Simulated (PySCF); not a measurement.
# Bond curve of SeH⁺

Set-up: H jorge-DZP-DKH, Se jorge-DZP-DKH; spin-free X2C with a Gaussian nucleus (PySCF 2.14). Energies in eV from H + Se⁺ in their ground configurations at the same level. State: ³Σ⁻ (triplet), unpaired electrons π ↑↑.

All columns are M06-2X. A positive dipole points towards Se; it is taken about the centre of mass and depends on that origin.

```csv
R (Å),E (eV),μ (D),Mulliken charge on H (basis-dependent),HOMO (eV),LUMO (eV),Mayer bond order,⟨S²⟩
1.270,-2.389,-1.46,0.04,-18.67,-11.66,0.99,2.00
1.329,-2.742,-1.50,0.07,-18.63,-11.60,0.98,2.00
1.388,-2.943,-1.55,0.09,-18.59,-11.54,0.98,2.00
1.433,-3.016,-1.59,0.11,-18.56,-11.49,0.97,2.01
1.477,-3.037,-1.63,0.13,-18.53,-11.45,0.97,2.01
1.521,-3.014,-1.68,0.15,-18.50,-11.40,0.96,2.01
1.580,-2.932,-1.76,0.17,-18.46,-11.34,0.95,2.01
1.654,-2.768,-1.86,0.20,-18.41,-11.27,0.94,2.01
1.743,-2.514,-2.00,0.22,-18.36,-11.18,0.93,2.01
1.861,-2.131,-2.19,0.25,-18.29,-11.07,0.90,2.03
```

A fit through these points gives, at Re = 1.474 Å, μ = -1.63 D and dμ/dR = -1.07 D/Å; the reduced mass is 0.9953 u.

How strong is the fundamental in the double-harmonic approximation, I = 42.26·(dμ/dR)²/μred km/mol?

I = 42.26·(-1.07)²/0.9953 = 48.6 km/mol at M06-2X.

Spin–orbit coupling is left out. For an ion De counts to the pair picked by the measured ionisation energies or electron affinities, which need not be the lowest pair at this level. The state was picked by a PBE0 search and need not be the measured ground state.
